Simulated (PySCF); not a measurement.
C₆H₁₄S₂, SMILES CSCCCCSC.

Coordinates come from a B3LYP-D3(BJ)/def2-SVP optimisation. One conformer was computed; it need not be the lowest.

These are PySCF with r2SCAN/def2-SVP values and carry that method's errors.

Symmetry labels are those of the subgroup C2h that the program uses (full group C2h).

Computed valence orbital energies around the gap with their symmetry:
```
orbital  symmetry  energy (eV)
-------  --------  -----------
HOMO−7         Au        -9.22
HOMO−6         Ag        -8.89
HOMO−5         Ag        -8.31
HOMO−4         Bg        -8.29
HOMO−3         Bu        -7.74
HOMO−2         Ag        -7.68
HOMO−1         Bg        -5.17
HOMO           Au        -5.17
LUMO           Ag         0.52
LUMO+1         Bu         0.59
LUMO+2         Ag         1.54
LUMO+3         Bu         1.68
```
